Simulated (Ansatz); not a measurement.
A nudged elastic band was laid between two geometries of B₂BrClFH₃OSi (10 atoms, charge 0, multiplicity 1).

Level of theory: RKS B3LYP-D4/def2-SVP in Ansatz.

```json
{
 "movable images": "5",
 "climbing image": "yes",
 "spring": "5.0 eV/Å²",
 "optimiser": "quadratic models (default)",
 "start path": "IDPP",
 "force threshold": "0.05 eV/Å",
 "iteration limit": "47",
 "end points": "relaxed"
}
```

Initial state:

```xyz
10
Properties=species:S:1:pos:R:3
B -2.053 0.812 0.452
O -0.734 0.715 0.145
Si 0.346 -0.351 -0.535
Cl -0.453 -2.266 -0.528
Br 0.699 0.300 -2.642
B 2.133 -0.357 0.421
F 2.346 0.454 1.436
H -2.794 -0.121 0.249
H -2.435 1.851 0.933
H 3.029 -1.088 0.072
```

Final state:

```xyz
10
Properties=species:S:1:pos:R:3
B -2.026 0.789 0.477
O -0.780 0.719 -0.054
Si 0.335 -0.391 -0.591
Cl -0.414 -2.313 -0.375
Br 0.696 0.029 -2.753
B 2.100 -0.243 0.396
F 2.245 0.649 1.354
H -2.457 1.886 0.738
H -2.656 -0.222 0.682
H 3.039 -0.955 0.128
```

(1) Which bonds break or form, and what moves?

(2) What energy profile does the band end with?

(3) What is the geometry of the highest image?

(4) What are the harmonic wavenumbers there?

The band took 23 iterations and roughly 21 core-minutes.

Answers

(1) No bond is made or broken. The dihedral H9–B1–O2–Si3 changes from -178 to 0° by way of a nearly straight angle B1–O2–Si3 (up to 172°), not by a turn about the bond.

(2) The run converged. The highest image is number 3 of 0 to 6, 1.7 kcal/mol above the ends, which have the same energy within 2 meV. A vibrational analysis at the climbing image gives one clearly imaginary mode, 123i cm⁻¹: a first-order saddle point.

```json
{"image": "0", "path coordinate (Å)": "0.00", "energy (kcal/mol)": "0.0", "angle B1–O2–Si3 (°)": "140"}
{"image": "1", "path coordinate (Å)": "1.25", "energy (kcal/mol)": "0.0", "angle B1–O2–Si3 (°)": "137"}
{"image": "2", "path coordinate (Å)": "2.49", "energy (kcal/mol)": "-0.1", "angle B1–O2–Si3 (°)": "143"}
{"image": "3", "path coordinate (Å)": "3.75", "energy (kcal/mol)": "1.7", "angle B1–O2–Si3 (°)": "172"}
{"image": "4", "path coordinate (Å)": "4.28", "energy (kcal/mol)": "1.1", "angle B1–O2–Si3 (°)": "157"}
{"image": "5", "path coordinate (Å)": "4.82", "energy (kcal/mol)": "0.2", "angle B1–O2–Si3 (°)": "143"}
{"image": "6", "path coordinate (Å)": "5.36", "energy (kcal/mol)": "0.0", "angle B1–O2–Si3 (°)": "141"}
```

(3) 
```xyz
10
Properties=species:S:1:pos:R:3
B -2.109 0.790 0.347
O -0.939 0.214 0.000
Si 0.372 -0.675 -0.415
Cl 0.094 -2.611 0.270
Br 0.549 -0.726 -2.646
B 2.098 0.092 0.319
F 2.089 1.263 0.925
H -2.651 1.532 -0.439
H -2.574 0.556 1.439
H 3.153 -0.485 0.202
```

(4) 123i, 36, 58, 77, 118, 140, 141, 203, 238, 314, 445, 543, 642, 767, 803, 997, 1066, 1102, 1251, 1335, 1432, 2543, 2618, 2640 cm⁻¹.

Time of the run: 11 min on 2 threads of Arm Neoverse V1 (shared host), peak memory 0.44 GiB.
